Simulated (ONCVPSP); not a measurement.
**Pseudopotential generation for N: ONCV, PBEsol, scalar-relativistic.**

```json
{
 "Element": "N (Z = 7)",
 "Generator": "ONCVPSP 4.0.1",
 "Type": "optimised norm-conserving Vanderbilt (ONCV)",
 "Functional": "PBEsol",
 "Relativity": "scalar-relativistic",
 "Frozen core": "[He]",
 "Valence charge": "5",
 "Reference configuration": "2s2 2p2.75 (charge +0.25)",
 "Partial waves": "2s: rc 1.15 bohr, ncon 4, nbas 7, qcut 7.1 1/bohr, local; 2p: rc 1.45 bohr, ncon 4, nbas 8, qcut 7.7 1/bohr, 2 projectors, debl 2.5 Ha",
 "Local potential": "the s channel",
 "Core correction": "none"
}
```

All-electron outer shells of the reference configuration (PBEsol, scalar-relativistic, ld1.x):

```json
{"shell": "1s", "level (eV)": "-386.79", "outermost node (bohr)": "–", "outermost maximum (bohr)": "0.15"}
{"shell": "2s", "level (eV)": "-21.61", "outermost node (bohr)": "0.32", "outermost maximum (bohr)": "1.00"}
{"shell": "2p", "level (eV)": "-10.09", "outermost node (bohr)": "–", "outermost maximum (bohr)": "0.97"}
```

What the tests gave:

```json
{
  "Cutoffs needed": "24 Ha and 70 Ha (the cutoffs (Ha) at which the residual kinetic energy of the hardest occupied pseudo-wave falls to 1 and 0.1 mHa per electron)",
  "Ghost test": "no bound ghost flagged; no localised positive-energy state flagged",
  "Largest excitation error": "+150 meV (all-electron minus pseudo) for 2s2 2p1, out of 4 test configurations"
}
```

Generation and tests took about 1.6 s on one core of a shared server CPU.
